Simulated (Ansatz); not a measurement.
**FNSi2+: where a starting geometry ends**

The starting geometry of this gas-phase doublet was optimised with GFN2-xTB.

```xyz
4

F     0.4906   -0.8437    2.1362
N    -3.1951    0.3172    0.0176
Si   -2.3577   -0.2017    1.2375
Si   -0.9177   -0.9299    2.8611
```

Q: Where would you expect an optimisation with B3LYP-D3(BJ)/def2-SVP to take it?

A: It rearranges, giving a structure given below by its coordinates. Contacts that open: Si3–Si4 (2.29 → 3.26 Å). Contacts that close: N2–Si4 (3.85 → 1.64 Å).

The energy falls by 4.82 eV over 33 steps:

```tsv
step	E − E(last) (eV)
1	4.818
5	4.029
8	4.022
12	4.011
15	3.984
19	3.831
22	3.048
26	0.417
29	0.048
33	0.000
```

Final geometry (Å):

```json
{"atom": "F", "x (Å)": "0.1058", "y (Å)": "-1.0335", "z (Å)": "2.8157"}
{"atom": "N", "x (Å)": "-1.9944", "y (Å)": "-0.2060", "z (Å)": "1.1277"}
{"atom": "Si", "x (Å)": "-2.6482", "y (Å)": "0.3471", "z (Å)": "-0.2531"}
{"atom": "Si", "x (Å)": "-1.4431", "y (Å)": "-0.7658", "z (Å)": "2.5621"}
```

No frequencies were run, so the end isn't proven a minimum. Open shells are spin-unrestricted. Run with Ansatz 0.2.0, 8.4 min on 1 thread of AMD EPYC (Zen 3), with other jobs on the host.
